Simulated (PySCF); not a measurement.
## C (carbon, neutral) across methods

[He] 2s2 2p1 3s1, high-spin 3P determinant (an excited configuration). Computed with PySCF 2.14 in aug-cc-pVDZ-DK (4s3p2d, 23 functions), with the spin-free X2C one-electron Hamiltonian (Gaussian nucleus).

```json
{"method": "r2SCAN0", "E (hartree)": "-37.5425", "mean ε 2s β (eV)": "-19.997", "mean ε 2p α (eV)": "-13.967", "mean ε 3s α (eV)": "-2.111", "Σ⟨r²⟩ (bohr²)": "31.77", "⟨S²⟩": "2.005"}
{"method": "M06", "E (hartree)": "-37.5423", "mean ε 2s β (eV)": "-19.844", "mean ε 2p α (eV)": "-13.307", "mean ε 3s α (eV)": "-1.981", "Σ⟨r²⟩ (bohr²)": "32.11", "⟨S²⟩": "2.001"}
{"method": "r2SCAN", "E (hartree)": "-37.5389", "mean ε 2s β (eV)": "-18.614", "mean ε 2p α (eV)": "-12.321", "mean ε 3s α (eV)": "-1.686", "Σ⟨r²⟩ (bohr²)": "31.82", "⟨S²⟩": "2.004"}
{"method": "UHF", "E (hartree)": "-37.41970", "mean ε 2s β (eV)": "-23.149", "mean ε 2p α (eV)": "-18.415", "mean ε 3s α (eV)": "-3.121", "Σ⟨r²⟩ (bohr²)": "31.91", "⟨S²⟩": "2.006"}
{"method": "PBE0", "E (hartree)": "-37.5217", "mean ε 2s β (eV)": "-19.884", "mean ε 2p α (eV)": "-13.471", "mean ε 3s α (eV)": "-2.144", "Σ⟨r²⟩ (bohr²)": "31.82", "⟨S²⟩": "2.002"}
{"method": "B3LYP", "E (hartree)": "-37.5744", "mean ε 2s β (eV)": "-19.651", "mean ε 2p α (eV)": "-13.230", "mean ε 3s α (eV)": "-1.931", "Σ⟨r²⟩ (bohr²)": "31.65", "⟨S²⟩": "2.002"}
{"method": "LDA", "E (hartree)": "-37.1770", "mean ε 2s β (eV)": "-18.284", "mean ε 2p α (eV)": "-11.562", "mean ε 3s α (eV)": "-1.625", "Σ⟨r²⟩ (bohr²)": "31.71", "⟨S²⟩": "2.001"}
{"method": "PBE", "E (hartree)": "-37.5133", "mean ε 2s β (eV)": "-18.378", "mean ε 2p α (eV)": "-11.683", "mean ε 3s α (eV)": "-1.688", "Σ⟨r²⟩ (bohr²)": "31.81", "⟨S²⟩": "2.002"}
{"method": "wB97X-V", "E (hartree)": "-37.5599", "mean ε 2s β (eV)": "-22.590", "mean ε 2p α (eV)": "-15.928", "mean ε 3s α (eV)": "-3.277", "Σ⟨r²⟩ (bohr²)": "31.77", "⟨S²⟩": "2.002"}
```

The outer electron is Rydberg-like, and this basis confines it to a smaller radius and binds it less than a complete one would.
